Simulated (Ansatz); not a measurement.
The cluster Be₁₀, relaxed as a singlet with RKS PBE0/def2-SVP in Ansatz, starting from the GFN1-xTB geometry. Force threshold 0.02 eV/Å.

The restricted singlet is unstable towards broken spin symmetry in Hartree–Fock (as tested in another run); at PBE0/def2-SVP this wasn't settled. The structure comes from a short search, and lower isomers may exist.

Start:

```xyz
10

Be   -1.579    0.608   -0.706
Be   -0.042   -0.608    2.019
Be   -0.356   -1.299   -1.246
Be    0.854   -1.574    0.404
Be    0.387    1.761   -0.329
Be   -1.411   -1.053    0.511
Be   -0.878    1.109    1.172
Be    1.614   -0.126   -0.863
Be    0.038    0.594   -2.025
Be    1.372    0.587    1.063
```

```
step  energy (eV)  largest force component (eV/Å)  SCF passes
   1   -3998.4867                           0.302          29
   2   -3998.6108                           0.099          35
   3   -3998.6135                           0.015          33
```

Force components are those of the run's own axes.

End:

```csv
atom,x (Å),y (Å),z (Å)
Be1,-1.518,0.594,-0.730
Be2,-0.043,-0.637,2.133
Be3,-0.343,-1.231,-1.249
Be4,0.817,-1.527,0.438
Be5,0.375,1.708,-0.362
Be6,-1.356,-1.029,0.543
Be7,-0.846,1.049,1.172
Be8,1.551,-0.110,-0.879
Be9,0.042,0.633,-2.135
Be10,1.322,0.551,1.068
```

By distances, no bond broke or formed. The bond that changes most is Be1–Be3, from 2.33 to 2.23 Å (atoms count from 1).

No frequencies were taken in this run, so the end may be a saddle point.

Run time 12 s (4 threads of Arm Neoverse N1 on a shared host).
